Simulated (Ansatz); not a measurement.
`C=[CH][Al]([Cl])[Cl]` + CH₃SH → `C[S][Al]([Cl])[Cl]` + `C=C` at 500 K and 1 bar (ligand exchange at the Al–C bond).

Program: Ansatz. Geometries: PBE0-D4/def2-TZVP. ΔE: electronic, gas phase. CCSD(T)/CBS adds triple-zeta CCSD(T) − MP2 to the extrapolated MP2 energy (def2 sets, frozen cores). This one scheme is used for every species. One conformer a species, not always the lowest.

```csv
species,CCSD(T)/CBS energy (Eh),H − E (kJ/mol),S (J/(mol·K))
`C=[CH][Al]([Cl])[Cl]`,-1239.61034,162.0,413.4
CH₃SH,-438.22835,145.1,283.7
`C[S][Al]([Cl])[Cl]`,-1599.39326,158.5,452.4
`C=C`,-78.48111,155.1,245.3
```

H − E and S are ideal-gas, rigid-rotor, harmonic terms from PBE0-D4/def2-TZVP, for one conformer and one mirror image of each species. 1 Eh = 2625.50 kJ/mol, R = 8.31446 J/(mol·K).

Question: By hand: ΔE, ΔH, ΔS and ΔG.

Answer: ΔE = (-1599.39326) + (-78.48111) − (-1239.61034) − (-438.22835) = -0.03568 Eh = -93.7 kJ/mol. Δ(H − E) = 158.5 + 155.1 − 162.0 − 145.1 = 6.5, so ΔH = -87.2 kJ/mol. ΔS = 452.4 + 245.3 − 413.4 − 283.7 = 0.6 J/(mol·K). ΔG = -87.2 − 500 × (0.6)/1000 = -87.5 kJ/mol.

Question: By hand: the equilibrium constant, and the temperature at which ΔG would vanish if ΔH and ΔS stayed fixed.

Answer: log₁₀ K = −ΔG/(RT ln 10) = 9.1. ΔH and −TΔS have one sign here, so there is no such temperature. One of them is within its doubt of zero, so this could turn.

The number of gas molecules stays the same, so ΔS is small and ΔH decides. A doubt of 5 kJ/mol in ΔE shifts log₁₀ K by 0.5 here. Other conformers and mirror images would add mixing entropy, several J/(mol·K) or more a flexible species. Modes under 60 cm⁻¹, often nearly free rotors, make the harmonic entropy too high. These are equilibria of isolated gas molecules and say nothing of rates. Largest T1 diagnostic: 0.011 (customary marks: 0.02 for closed shells, 0.045 for open ones).
